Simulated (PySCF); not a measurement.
C8H10SSi.
Atom-mapped SMILES: `[CH:1]1=[CH:2][C@H:3]([c:4]2[cH:5][cH:6][cH:7][s:8]2)[SiH2:9][CH2:10]1` (hydrogens: H11 on C1; H12 on C2; H13 on C3; H14 on C5; H15 on C6; H16 on C7; H17, H18 on Si9; H19, H20 on C10)

The same species was optimised twice, with GFN2-xTB and with PBE0-D3(BJ)/def2-SVP (PySCF), and the same property calculations (PySCF, gas phase) were run on both structures.

| coordinate | GFN2-xTB | PBE0-D3(BJ)/def2-SVP | change |
| --- | --- | --- | --- |
| C1=C2 (Å) | 1.321 | 1.340 | +0.019 |
| C3–C4 (Å) | 1.483 | 1.496 | +0.013 |
| C6–C7 (Å) | 1.355 | 1.368 | +0.013 |
| C4–C5 (Å) | 1.361 | 1.374 | +0.013 |
| C5–C6 (Å) | 1.414 | 1.425 | +0.011 |
| C4–S8 (Å) | 1.736 | 1.729 | -0.007 |
| Si9–C10 (Å) | 1.907 | 1.900 | -0.007 |
| C2–C3 (Å) | 1.504 | 1.511 | +0.007 |
| C1–C10 (Å) | 1.500 | 1.506 | +0.006 |
| C3–Si9 (Å) | 1.929 | 1.924 | -0.005 |
| C7–S8 (Å) | 1.724 | 1.721 | -0.003 |
| C3–Si9–C10 (°) | 93.2 | 96.0 | +2.8 |
| C1–C10–Si9 (°) | 104.6 | 102.5 | -2.1 |
| C2–C3–Si9 (°) | 103.8 | 101.7 | -2.1 |
| C2–C3–C4 (°) | 111.2 | 112.4 | +1.2 |
| C4–S8–C7 (°) | 91.3 | 92.5 | +1.2 |
| C4–C3–Si9 (°) | 112.9 | 113.6 | +0.7 |
| C2–C1–C10 (°) | 119.2 | 119.9 | +0.7 |
| C1–C2–C3 (°) | 119.3 | 119.8 | +0.5 |
| C2–C3–C4–C5 (°) | -35 | -33 | +2 |

Rotational constants: A = 2229, B = 634.6, C = 580.2 MHz (GFN2-xTB) against A = 2238, B = 624.0, C = 569.8 MHz (PBE0-D3(BJ)/def2-SVP). Point groups within 0.08 Å: C1 and C1.

On the GFN2-xTB structure: HOMO (eV) -6.28 [PBE0/pcSseg-1]; LUMO (eV) -0.30 [PBE0/pcSseg-1]; dipole (D) 1.11 [PBE0/pcSseg-1]; GIAO shielding of C1 (ppm) 46.9 [PBE0/pcSseg-1]; GIAO shielding of C2 (ppm) 44.4 [PBE0/pcSseg-1]; GIAO shielding of C3 (ppm) 150.7 [PBE0/pcSseg-1]; GIAO shielding of C4 (ppm) 27.0 [PBE0/pcSseg-1]; GIAO shielding of C5 (ppm) 61.7 [PBE0/pcSseg-1]; GIAO shielding of C6 (ppm) 55.1 [PBE0/pcSseg-1]; GIAO shielding of C7 (ppm) 57.3 [PBE0/pcSseg-1]; GIAO shielding of S8 (ppm) 277.4 [PBE0/pcSseg-1].

Task: What do these properties become on the PBE0-D3(BJ)/def2-SVP structure?

Result: 
```
                                    property          level  on GFN2-xTB  on PBE0-D3(BJ)/def2-SVP  change
                                   HOMO (eV)  PBE0/pcSseg-1        -6.28                    -6.33   -0.05
                                   LUMO (eV)  PBE0/pcSseg-1        -0.30                    -0.36   -0.06
                                  dipole (D)  PBE0/pcSseg-1         1.11                     1.11    0.00
energy, GFN2-xTB geometry as zero (kcal/mol)  PBE0/pcSseg-1          0.0                     -1.4    -1.4
                  GIAO shielding of C1 (ppm)  PBE0/pcSseg-1         46.9                     42.2    -4.7
                  GIAO shielding of C2 (ppm)  PBE0/pcSseg-1         44.4                     40.6    -3.8
                  GIAO shielding of C3 (ppm)  PBE0/pcSseg-1        150.7                    151.1    +0.4
                  GIAO shielding of C4 (ppm)  PBE0/pcSseg-1         27.0                     27.8    +0.8
                  GIAO shielding of C5 (ppm)  PBE0/pcSseg-1         61.7                     58.8    -2.9
                  GIAO shielding of C6 (ppm)  PBE0/pcSseg-1         55.1                     52.1    -3.0
                  GIAO shielding of C7 (ppm)  PBE0/pcSseg-1         57.3                     55.3    -2.0
                  GIAO shielding of S8 (ppm)  PBE0/pcSseg-1        277.4                    274.8    -2.6
```

The heavy atoms differ by 0.038 Å rms after alignment. Among bonds between heavy atoms C1=C2 changes most (+0.019 Å). Changes are differences of the printed values. Neither structure is proved a minimum here.
